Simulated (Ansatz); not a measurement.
Born–Oppenheimer molecular dynamics of BF2H4NS (9 atoms, charge 0, multiplicity 1). It starts at the highest image of a converged band. Of that band: Neighbouring images differ by up to 1.6 eV, so the band resolves the path poorly. A vibrational analysis at the climbing image gives one clearly imaginary mode, 677i cm⁻¹: a first-order saddle point.

Computed with RHF/6-31G* (Ansatz 0.2.0).

* ensemble: NVE (velocity Verlet)
* time step: 0.5 fs
* steps asked: 200
* starting velocities drawn for: 300 K
* seed: 11728

First frame:

```xyz
9
Properties=species:S:1:pos:R:3
B -0.061 -0.206 0.286
N 0.081 0.202 1.733
H -0.631 -0.163 2.344
H 0.995 0.056 2.126
F 1.024 -0.362 -0.404
F -1.220 -0.635 -0.105
S -0.385 2.694 0.326
H -1.711 2.780 0.426
H -0.091 1.309 1.549
```

Question: What does the run give?

Answer: All steps were run.

```
steps done                                               : 200
time covered                                             : 100 fs
mean temperature over the second half                    : 1585 K
spread of the potential energy over the second half      : 31.9 meV per atom
mean potential energy of the second half above the start : -129.3 meV per atom
```

The conserved energy stayed within 1.4 meV per atom of its start (net change 0.1 meV per atom), so the integration is sound. The system heated up, since it started high on the potential surface and ran downhill. A run of 0.1 ps of so small a system gives no equilibrium averages. The orbitals stay closed-shell, which can raise the energy where a bond breaks towards radicals; this wasn't checked here.

Question: What happens to the structure?

Answer: The step under study would form B1–S7, N2–H9 and break B1–N2, S7–H9. These pairs go: B1–S7 2.92 → 4.32 Å, N2–H9 1.14 → 5.36 Å, B1–N2 1.51 → 1.42 Å, S7–H9 1.87 → 1.56 Å. In the last frame they stand as before the step (other bonds may differ from the relaxed reactants and products). It ends as BF2H2N + H2S. Pairs count as bonded within 1.25 times the sum of covalent radii (0.12 Å more for H–H). The details hang on the random start.

Question: How do temperature and energy run in time?

Answer: 
```json
{"time (fs)": "0.0", "T (K)": "300", "potential energy less start (eV)": "0.000", "conserved less start (meV/atom)": "0.00"}
{"time (fs)": "3.0", "T (K)": "228", "potential energy less start (eV)": "0.065", "conserved less start (meV/atom)": "0.06"}
{"time (fs)": "6.0", "T (K)": "152", "potential energy less start (eV)": "0.134", "conserved less start (meV/atom)": "0.09"}
{"time (fs)": "9.0", "T (K)": "164", "potential energy less start (eV)": "0.123", "conserved less start (meV/atom)": "0.03"}
{"time (fs)": "12.0", "T (K)": "176", "potential energy less start (eV)": "0.113", "conserved less start (meV/atom)": "0.08"}
{"time (fs)": "15.0", "T (K)": "348", "potential energy less start (eV)": "-0.042", "conserved less start (meV/atom)": "0.20"}
{"time (fs)": "18.0", "T (K)": "1123", "potential energy less start (eV)": "-0.749", "conserved less start (meV/atom)": "-0.50"}
{"time (fs)": "21.0", "T (K)": "570", "potential energy less start (eV)": "-0.235", "conserved less start (meV/atom)": "1.04"}
{"time (fs)": "24.0", "T (K)": "1227", "potential energy less start (eV)": "-0.842", "conserved less start (meV/atom)": "-0.29"}
{"time (fs)": "27.0", "T (K)": "635", "potential energy less start (eV)": "-0.300", "conserved less start (meV/atom)": "0.26"}
{"time (fs)": "30.0", "T (K)": "1615", "potential energy less start (eV)": "-1.194", "conserved less start (meV/atom)": "-0.53"}
{"time (fs)": "33.0", "T (K)": "1143", "potential energy less start (eV)": "-0.753", "conserved less start (meV/atom)": "1.11"}
{"time (fs)": "36.0", "T (K)": "1736", "potential energy less start (eV)": "-1.303", "conserved less start (meV/atom)": "-0.43"}
{"time (fs)": "39.0", "T (K)": "1000", "potential energy less start (eV)": "-0.631", "conserved less start (meV/atom)": "0.23"}
{"time (fs)": "42.0", "T (K)": "1720", "potential energy less start (eV)": "-1.287", "conserved less start (meV/atom)": "-0.19"}
{"time (fs)": "45.0", "T (K)": "1432", "potential energy less start (eV)": "-1.018", "conserved less start (meV/atom)": "0.64"}
{"time (fs)": "48.0", "T (K)": "2018", "potential energy less start (eV)": "-1.562", "conserved less start (meV/atom)": "-0.81"}
{"time (fs)": "51.0", "T (K)": "1085", "potential energy less start (eV)": "-0.708", "conserved less start (meV/atom)": "0.24"}
{"time (fs)": "54.0", "T (K)": "1428", "potential energy less start (eV)": "-1.021", "conserved less start (meV/atom)": "0.05"}
{"time (fs)": "57.0", "T (K)": "1565", "potential energy less start (eV)": "-1.149", "conserved less start (meV/atom)": "-0.52"}
{"time (fs)": "60.0", "T (K)": "1946", "potential energy less start (eV)": "-1.500", "conserved less start (meV/atom)": "-1.12"}
{"time (fs)": "63.0", "T (K)": "1293", "potential energy less start (eV)": "-0.897", "conserved less start (meV/atom)": "0.20"}
{"time (fs)": "66.0", "T (K)": "1510", "potential energy less start (eV)": "-1.094", "conserved less start (meV/atom)": "0.10"}
{"time (fs)": "69.0", "T (K)": "1997", "potential energy less start (eV)": "-1.545", "conserved less start (meV/atom)": "-1.08"}
{"time (fs)": "72.0", "T (K)": "1956", "potential energy less start (eV)": "-1.507", "conserved less start (meV/atom)": "-1.03"}
{"time (fs)": "75.0", "T (K)": "1472", "potential energy less start (eV)": "-1.059", "conserved less start (meV/atom)": "0.10"}
{"time (fs)": "78.0", "T (K)": "1285", "potential energy less start (eV)": "-0.889", "conserved less start (meV/atom)": "0.17"}
{"time (fs)": "81.0", "T (K)": "1981", "potential energy less start (eV)": "-1.530", "conserved less start (meV/atom)": "-1.06"}
{"time (fs)": "84.0", "T (K)": "1501", "potential energy less start (eV)": "-1.089", "conserved less start (meV/atom)": "-0.28"}
{"time (fs)": "87.0", "T (K)": "1522", "potential energy less start (eV)": "-1.106", "conserved less start (meV/atom)": "-0.01"}
{"time (fs)": "90.0", "T (K)": "1204", "potential energy less start (eV)": "-0.816", "conserved less start (meV/atom)": "0.23"}
{"time (fs)": "93.0", "T (K)": "2105", "potential energy less start (eV)": "-1.640", "conserved less start (meV/atom)": "-0.78"}
{"time (fs)": "96.0", "T (K)": "1443", "potential energy less start (eV)": "-1.028", "conserved less start (meV/atom)": "0.69"}
{"time (fs)": "99.0", "T (K)": "1779", "potential energy less start (eV)": "-1.340", "conserved less start (meV/atom)": "-0.20"}
```

The run took 5.6 min on 1 thread of Arm Neoverse V1, on a shared host, peak memory 0.15 GiB.
